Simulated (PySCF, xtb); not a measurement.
C2H4ClFSi2, SMILES C#C[Si@H](F)[SiH2]Cl.

xtb 6.7.1 with GFN2-xTB at its own geometry gives an orbital gap of 4.13 eV and a dipole moment of 2.18 D.

Coordinates come from a PBE-D3(BJ)/def2-SVP optimisation. The structure was generated by enumeration; whether it is a known compound was not checked. One conformer was computed; it need not be the lowest.

Task: What does PySCF with PBE/def2-TZVP give? (An estimate is asked for; the answer gives what the named calculation found.)

Result: gap 4.61 eV (levels -6.91 and -2.30 eV), dipole 2.01 D.
